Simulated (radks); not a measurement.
Results of a calculation; reference values are marked as such.
Valence configurations of neutral palladium (all share [Kr]). Code: a radial shooting solver on a logarithmic mesh with Libxc functionals. Model: scalar-relativistic Kohn-Sham, PBE, spin-polarised, spherical densities, finite nucleus; open shells are filled with parallel spins first (spin-orbit coupling, left out, can overturn this in heavy ions); Fermi nuclear charge, rms radius 4.5318 fm. Energies are relative to 4d10; eigenvalues in eV for spin up.

| valence | E (eV) | moment (Bohr magnetons) | e(4d) | e(5p) | e(5s) |
|---|---|---|---|---|---|
| 4d10 | 0.000 | 0 | -4.048 | - | - |
| 4d9.5 5s0.5 | 0.435 | 1 | -5.499 | - | -4.048 |
| 4d9 5s1 | 1.044 | 2 | -7.029 | - | -4.750 |
| 4d9 5s0.5 5p0.5 | 2.929 | 2 | -7.956 | -1.514 | -5.364 |
| 4d8 5s2 | 4.086 | 2 | -10.326 | - | -5.642 |
| 4d9 5p1 | 4.885 | 2 | -8.775 | -1.918 | - |
| 4d8 5s1.5 5p0.5 | 5.892 | 3 | -11.187 | -1.988 | -6.455 |
| 4d8 5p2 | 12.190 | 4 | -13.289 | -3.142 | - |

NIST lists [Kr] 4d10 as the ground configuration; this level of theory agrees among the configurations tried. The energies are those of spherical high-spin densities, not of single terms.
